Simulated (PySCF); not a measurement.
LDA on S⁻ (sulfur, charge -1), [Ne] 3s2 3p5, 2P determinant. All numbers are calculated (PySCF 2.14, the non-relativistic Hamiltonian (point nucleus), in dyall-acv3z (19s12p6d4f, 113 functions)).

```
cycle= 1 E= -396.832233548271  delta_E= -0.0223  |g|= 0.0451  |ddm|= 0.156
cycle= 2 E= -396.832374830721  delta_E= -0.000141  |g|= 0.0184  |ddm|= 0.0247
cycle= 3 E= -396.83237971543  delta_E= -4.88e-06  |g|= 0.00983  |ddm|= 0.0179
cycle= 4 E= -396.832433900805  delta_E= -5.42e-05  |g|= 0.00232  |ddm|= 0.0121
cycle= 5 E= -396.832438086407  delta_E= -4.19e-06  |g|= 0.000167  |ddm|= 0.00286
cycle= 6 E= -396.832438114421  delta_E= -2.8e-08  |g|= 2.22e-05  |ddm|= 0.000273
cycle= 7 E= -396.832438114973  delta_E= -5.52e-10  |g|= 3.59e-06  |ddm|= 4.24e-05
converged SCF energy = -396.832438114973  <S^2> = 0.75341994  2S+1 = 2.003417
```

Highest occupied orbital energy: 1.011 eV; ⟨L²⟩ = 2.02; populations by l: s 6.00, p 11.00, d 0.00, f 0.00.

Task: Can this result be used?

Result: With care. The calculation finished and met its thresholds. At LDA the highest occupied level has a positive energy, so only the finite basis holds that electron; in a semilocal or global hybrid functional this comes from self-interaction and does not mean that the real anion is unbound.
